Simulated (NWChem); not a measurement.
# C2H3FO2Si; SMILES O=C1OC[Si@H]1F

```xyz
9

O      1.3409    -1.8472     0.0620
C      0.4709    -1.0271    -0.0116
O     -0.8807    -1.2929     0.2412
C     -1.5576     0.0032     0.1265
Si     0.0617     0.8289    -0.4463
F      0.6816     2.0134     0.4984
H     -2.3931    -0.0714    -0.5982
H     -1.9536     0.3186     1.1134
H      0.1871     1.2925    -1.8676
```
Atoms are numbered in this order, from 1.

All runs: NWChem. All runs use the structure optimised with PBE-D3(BJ)/def2-SVP. Total energies compare along this basis series because the functional is fixed.

```csv
level,basis functions,energy (Ha),highest occupied level (eV),orbital gap (eV),dipole (D),relative time
PBE0/pcseg-1,103,-617.2836,-8.07,6.52,4.08,4
PBE0/aug-pcseg-1,169,-617.3082,-8.09,6.40,3.88,20
PBE0/pcseg-2,226,-617.5188,-8.04,6.39,3.94,20
PBE0/STO-3G,37,-609.5558,-3.91,7.15,2.90,1
PBE0/def2-SVP,103,-617.0220,-7.86,6.47,3.79,3
```

Times are rough ratios from one shared machine.
